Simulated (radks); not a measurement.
Results of a calculation; reference values are marked as such.
Removal energies from the germanium ion Ge3+, [Ar] 3d10 4s1, by Delta-SCF beside the eigenvalue of the level emptied. Code: a radial shooting solver on a logarithmic mesh with Libxc functionals. Model: scalar-relativistic Kohn-Sham, PBE, spin-polarised, spherical densities, finite nucleus; Fermi nuclear charge, rms radius of each element as measured or else 0.836 A^(1/3) + 0.57 fm. Open shells are filled with parallel spins first.

removed from    final configuration  Delta-SCF (eV)  -eigenvalue (eV)
4s                        [Ar] 3d10          46.719            41.167
3d                     [Ar] 3d9 4s1          74.835            62.921
3p            [Ne] 3s2 3p5 3d10 4s1          162.08            149.51
3s            [Ne] 3s1 3p6 3d10 4s1          215.19            202.41
